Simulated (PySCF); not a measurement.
PySCF 2.14 output of an unrestricted MN15 calculation on a single atom or ion in jorge-DZP-DKH, with the spin-free X2C one-electron Hamiltonian (Gaussian nucleus):

```
SCF conv_tol = 1e-09
number electrons alpha = 9  beta = 9
    H. S. Yu, X. He, S. L. Li, and D. G. Truhlar.,  Chem. Sci. 7, 5032-5051 (2016)
    H. S. Yu, X. He, S. L. Li, and D. G. Truhlar.,  Chem. Sci. 7, 5032-5051 (2016)
cycle= 1 E= -602.335276064116  delta_E= -0.124  |g|= 0.492  |ddm|= 0.291
cycle= 2 E= -602.336016907474  delta_E= -0.000741  |g|= 0.0536  |ddm|= 0.0433
cycle= 3 E= -602.336112253626  delta_E= -9.53e-05  |g|= 0.0145  |ddm|= 0.0173
cycle= 4 E= -602.336127190101  delta_E= -1.49e-05  |g|= 0.000112  |ddm|= 0.00471
cycle= 5 E= -602.336127190767  delta_E= -6.66e-10  |g|= 4.37e-06  |ddm|= 3.23e-05
converged SCF energy = -602.336127190767  <S^2> = -1.5987212e-14  2S+1 = 1
```

The run itself started from symmetry-adapted Hartree-Fock orbitals and held the occupation by maximum overlap, on a logarithmic radial grid, so the iterations belong to that start.

Question: Which element, charge and spin multiplicity is this?

Answer: K⁺ (potassium, charge +1), multiplicity 1; the state was [Ar], closed-shell 1S.
